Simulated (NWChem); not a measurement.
System meant: BNH₃, doublet; SMILES B[NH]

Here is an NWChem input.

```
start job
memory heap 200 mb stack 900 mb global 1100 mb
geometry units angstroms noautoz
  B      0.013257     0.706957     0.000000
  N      0.010813    -0.629644     0.000000
  H     -1.014265     1.334155     0.000000
  H      1.073228     1.291980     0.000000
  H      0.289483    -1.593060     0.000000
end
basis spherical
  B library def2-svp
  N library def2-svp
  H library def2-svp
end
dft
  odft
  mult 3
  xc pbe0
  iterations 150
  mulliken
end
task dft energy
```

End of the output:

```
 ==============================================================================
                                 internuclear angles
 ------------------------------------------------------------------------------
        center 1       |       center 2       |       center 3       |  degrees
 ------------------------------------------------------------------------------
    2 N                |   1 B                |   3 H                |   121.30
    2 N                |   1 B                |   4 H                |   119.00
    3 H                |   1 B                |   4 H                |   119.70
    1 B                |   2 N                |   5 H                |   163.76
 ------------------------------------------------------------------------------
                            number of included internuclear angles:          4
 ==============================================================================

 Summary of "ao basis" -> "" (spherical)
 ------------------------------------------------------------------------------
       Tag                 Description            Shells   Functions and Types
 ---------------- ------------------------------  ------  ---------------------
 B                          def2-svp                 6       14   3s2p1d
 N                          def2-svp                 6       14   3s2p1d
 H                          def2-svp                 3        5   2s1p

                                 NWChem DFT Module
                                 -----------------

 Summary of "ao basis" -> "ao basis" (spherical)
 ------------------------------------------------------------------------------
       Tag                 Description            Shells   Functions and Types
 ---------------- ------------------------------  ------  ---------------------
 B                          def2-svp                 6       14   3s2p1d
 N                          def2-svp                 6       14   3s2p1d
 H                          def2-svp                 3        5   2s1p

      Symmetry analysis of basis
      --------------------------

        a'         32
        a"         11

  number of electrons :                   15
  multiplicity        :                    3
 ------------------------------------------------------------------------
  no. of electrons and multiplicity not compatible                  15
 ------------------------------------------------------------------------
 ------------------------------------------------------------------------
  current input line :
    22: task dft energy
 ------------------------------------------------------------------------
 ------------------------------------------------------------------------
 There is an error in the input file
 ------------------------------------------------------------------------
 For more information see the NWChem manual at https://nwchemgit.github.io

0: no. of electrons and multiplicity not compatible:Received an Error in Communication
```

Can this run be used? If not, why, and what is the fix?

The program refused the input. Cause: the multiplicity doesn't fit the number of electrons (an even count wants an odd multiplicity, and the reverse). This input runs:
```
start job
memory heap 200 mb stack 900 mb global 1100 mb
geometry units angstroms noautoz
  B      0.013257     0.706957     0.000000
  N      0.010813    -0.629644     0.000000
  H     -1.014265     1.334155     0.000000
  H      1.073228     1.291980     0.000000
  H      0.289483    -1.593060     0.000000
end
basis spherical
  * library def2-svp
end
dft
  odft
  mult 2
  xc pbe0
  iterations 150
  mulliken
end
task dft energy
```
It converges to -81.18373 Ha (PBE0/def2-SVP, spin-unrestricted).
